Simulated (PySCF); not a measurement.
# Relaxation of triplet PtSCl2

Computed with UPBE/[Pt def2-SVP with ECP60, S def2-SVP, Cl def2-SVP], scalar-relativistic core potentials, density fitting, no spin–orbit coupling, PySCF. A (50,194) grid was used.

A hand-made T-shaped (ligand arrangement 1) start, of Cs symmetry, held to at least that symmetry:

```xyz
4
charge 0 multiplicity 3, angstrom
Pt   -0.0396    0.0000   -0.2784
S    -2.0983    0.0000   -0.2065
Cl   -0.0396    0.0000    1.9416
Cl    2.1790    0.0000   -0.2009
```

Problem. What does it relax to?

Solution. It ends at C2v with Pt–Cl 2.276 Å (×2), Pt–S 2.120 Å; Cl–Pt–Cl 149.1°, Cl–Pt–S 105.4° (×2) (after a last refinement on a finer grid). The frequency run here used a shortcut that can spoil soft modes, so no verdict on minimum or saddle point is given.

Problem. How much energy is released, and in how many steps?

Solution. 74.5 kJ/mol in 24 steps.

With open d or f shells other occupations or spin states may lie lower. Spin–orbit coupling, left out here, can matter for elements this heavy.

The relaxation took about 2.5 core-minutes on a shared host.
